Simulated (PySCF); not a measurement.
CH3Te, SMILES C[Te] (connectivity only; charge and spin as stated), charge +1, multiplicity 1. Atoms are numbered in the order given.

```xyz
5

C     -1.7634     0.0241     0.0000
Te     0.3246     0.0014     0.0000
H     -2.1760     0.4280    -0.9211
H     -2.1760     0.4280     0.9211
H     -1.9484    -1.0747     0.0000
```
Charge +1, spin multiplicity 1.

Coordinates come from a B3LYP-D3(BJ)/def2-TZVP optimisation. The spin state was assumed, not searched. The isomer is the one that the SMILES or the coordinates give; other isomers of the formula were not compared. The def2 effective core potentials stand for the cores of Te; spin–orbit coupling is left out.

These are PySCF with B3LYP-D3(BJ)/def2-TZVP values and carry that method's errors.

Frequencies are harmonic and unscaled.

```csv
mode,ν (cm⁻¹),IR (km/mol),Raman (Å⁴/amu),depolarisation,moving atoms (share of kinetic energy)
1,481,2.3,7.6,0.24,"H 47 %, C 46 %"
2,640,0.1,15.4,0.30,"H 53 %, C 43 %"
3,748,37.7,11.7,0.75,"H 83 %, C 17 %"
4,1134,24.3,36.7,0.75,H 99 %
5,1224,22.8,7.2,0.44,"H 89 %, C 11 %"
6,1417,29.3,6.4,0.59,H 92 %
7,2856,88.5,162.5,0.14,H 95 %
8,3091,10.0,128.8,0.14,H 95 %
9,3154,34.5,84.7,0.75,"H 90 %, C 10 %"
```
